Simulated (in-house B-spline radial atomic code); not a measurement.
# Ionising the chlorine ion Cl²⁺ with different functionals

Computed with a radial B-spline atomic code at the basis-set limit: non-relativistic Hamiltonian, point nucleus, spin-polarised at highest spin, spherical fractional occupations for the functionals, and exact exchange of hybrids averaged over the configuration. The ionisation energy is the difference of two self-consistent energies, [Ne] 3s2 3p3 → [Ne] 3s2 3p2, without Breit or QED terms; ε is the level of the shell that loses the electron (its least bound occupied spin orbital).

```csv
method,rung,ΔSCF (eV),-ε(3p) (eV)
PBE0,global hybrid,39.73,34.95
B3LYP,global hybrid,39.59,34.43
TPSSh,global hybrid,39.87,34.06
M06-2X,global hybrid,39.14,36.31
BHandHLYP,global hybrid,39.50,36.47
r2SCAN0,global hybrid,40.10,35.41
B97-1,global hybrid,39.54,34.45
HSE06,range-separated hybrid,39.71,34.53
wB97X,range-separated hybrid,39.53,37.41
CAM-B3LYP,range-separated hybrid,39.56,36.27
LC-wPBE,range-separated hybrid,39.78,38.01
```

(1) Among the functionals, which spreads more, the ΔSCF values or the orbital energies?

(2) How do they compare with the NIST value?

Answers

(1) The orbital energies: ΔSCF values span about 0.96 eV and the orbital energies 3.95 eV; here energy differences depend much less on the functional than eigenvalues do.

(2) NIST lists 39.8 eV ± 0.11 (semi-empirical, ground level to ground level). Errors run from -0.66 to +0.30 eV; LC-wPBE is closest (-0.02 eV), though others lie within the uncertainty of it, and part of that can be cancellation, since the calculations leave out relativity, Breit-QED terms, multiplet and fine-structure energies.
